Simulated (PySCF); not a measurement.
Orbital levels and atomic charges

System: C8H24S4Si4 (carbosilane and low-k precursor), SMILES C[Si]1(C)S[Si](C)(C)S[Si](C)(C)S[Si](C)(C)S1.

Cartesian coordinates (Å):
```
  1 C    -0.7842    2.6106   -2.1727
  2 Si    0.2992    2.3284   -0.6448
  3 C     1.2335    3.8869   -0.0958
  4 S     1.7171    0.7933   -1.2368
  5 Si    2.3572   -0.2704    0.5491
  6 C     3.8874   -1.2395   -0.0204
  7 C     2.7144    0.9042    1.9920
  8 S     0.8466   -1.6384    1.3011
  9 Si   -0.2955   -2.3839   -0.3915
 10 C     0.8065   -2.8314   -1.8658
 11 C    -1.2347   -3.8747    0.3146
 12 S    -1.7036   -0.9228   -1.1653
 13 Si   -2.3619    0.3254    0.4885
 14 C    -2.7361   -0.6838    2.0474
 15 C    -3.8848    1.2257   -0.1996
 16 S    -0.8637    1.7709    1.1048
 17 H    -1.5348    3.3713   -1.9825
 18 H    -0.1747    2.9393   -3.0081
 19 H    -1.2889    1.6958   -2.4697
 20 H     1.6302    3.7867    0.9093
 21 H     2.0594    4.0964   -0.7677
 22 H     0.5690    4.7445   -0.1012
 23 H     3.7383   -1.6938   -0.9948
 24 H     4.1333   -2.0247    0.6872
 25 H     4.7408   -0.5736   -0.0951
 26 H     1.8140    1.4294    2.2979
 27 H     3.0814    0.3478    2.8485
 28 H     3.4652    1.6386    1.7164
 29 H     1.3155   -1.9543   -2.2548
 30 H     0.2053   -3.2478   -2.6675
 31 H     1.5536   -3.5675   -1.5854
 32 H    -1.6411   -3.6655    1.2989
 33 H    -2.0540   -4.1586   -0.3377
 34 H    -0.5686   -4.7261    0.4083
 35 H    -3.4852   -1.4441    1.8495
 36 H    -1.8413   -1.1720    2.4227
 37 H    -3.1125   -0.0348    2.8312
 38 H    -3.7262    1.5731   -1.2155
 39 H    -4.7388    0.5567   -0.2112
 40 H    -4.1374    2.0824    0.4165
```

Method: PBE0/def2-SVP, gas phase, PySCF, fitting set def2-universal-JFIT up to Ne and JKFIT beyond, grid level 1.

Question: Give the orbital energies near the gap.

Answer: 
```csv
orbital,eV
HOMO-4,-7.76
HOMO-3,-7.43
HOMO-2,-6.95
HOMO-1,-6.66
HOMO,-6.66
LUMO,0.27
LUMO+1,0.73
LUMO+2,0.73
LUMO+3,1.03
```

Question: Give the partial charges of the non-hydrogen atoms.

Answer: 
| atom | Mulliken | IAO | Hirshfeld |
| --- | --- | --- | --- |
| C1 | -0.30 | -0.70 | -0.21 |
| Si2 | 0.57 | 0.91 | 0.34 |
| C3 | -0.28 | -0.70 | -0.21 |
| S4 | -0.45 | -0.46 | -0.17 |
| Si5 | 0.57 | 0.91 | 0.34 |
| C6 | -0.28 | -0.70 | -0.21 |
| C7 | -0.30 | -0.70 | -0.21 |
| S8 | -0.45 | -0.46 | -0.17 |
| Si9 | 0.57 | 0.91 | 0.34 |
| C10 | -0.30 | -0.70 | -0.21 |
| C11 | -0.28 | -0.70 | -0.21 |
| S12 | -0.45 | -0.46 | -0.17 |
| Si13 | 0.57 | 0.91 | 0.34 |
| C14 | -0.30 | -0.70 | -0.21 |
| C15 | -0.28 | -0.70 | -0.21 |
| S16 | -0.45 | -0.46 | -0.16 |
